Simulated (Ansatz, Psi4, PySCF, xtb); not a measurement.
Dimer: C2H2 (SMILES C#C) (first 4 atoms) with GeH4 (SMILES [GeH4]); geometry from B3LYP-D3(BJ)/def2-TZVP, rigid monomers moved along the line of their centres of mass till C2···Ge5 is 4.33 Å.
(charge 0, multiplicity 1):
```tsv
atom	x (Å)	y (Å)	z (Å)
C	0.6088	0.3271	-0.0053
C	-0.5606	0.0734	-0.0210
H	1.6472	0.5519	0.0136
H	-1.5990	-0.1521	-0.0326
Ge	-0.0267	-0.2141	4.2680
H	-0.9621	0.9367	3.8735
H	1.3992	0.0900	3.7876
H	-0.5172	-1.5236	3.6357
H	-0.0229	-0.3616	5.7996
```

Interaction energies are E(AB) − E(A) − E(B) at the monomers' geometry in the complex; basis-set methods are counterpoise corrected. Rows marked so take none.

Cores are frozen in the correlated methods. Filled d and f shells under p-block atoms count as core. Rows in 3-21G, 6-31G* carry no dispersion term and start afresh at each structure (6-31G* with six Cartesian d functions); the Pople sets are all-electron and without relativity.

The values were computed with Ansatz (Gaussian basis) for Hartree–Fock, density functionals and correlated methods; Psi4 for SAPT; PySCF for 3-21G rows, 6-31G* rows, the dispersion terms; xtb for the GFN methods. 

```json
[
 {"level": "GFN-FF", "interaction energy (kJ/mol)": "-2.4"},
 {"level": "HF/6-31G*", "interaction energy (kJ/mol)": "-0.1"},
 {"level": "B3LYP/3-21G (no counterpoise)", "interaction energy (kJ/mol)": "-4.0"},
 {"level": "B3LYP-D3(BJ)/def2-TZVPPD", "interaction energy (kJ/mol)": "-3.6"},
 {"level": "M06-2X/6-31G* (no counterpoise)", "interaction energy (kJ/mol)": "?"},
 {"level": "wB97X-V/def2-TZVPPD", "interaction energy (kJ/mol)": "-3.6"},
 {"level": "SCS-MP2/aug-cc-pVDZ", "interaction energy (kJ/mol)": "-2.6"},
 {"level": "CCSD/aug-cc-pVDZ", "interaction energy (kJ/mol)": "-2.7"},
 {"level": "SAPT0/aug-cc-pVDZ", "interaction energy (kJ/mol)": "-3.7"}
]
```

Problem. Some entries are withheld; supply them.

Solution. 
- M06-2X/6-31G* (no counterpoise), interaction energy (kJ/mol): -5.3

Ansatz is an electronic-structure program.
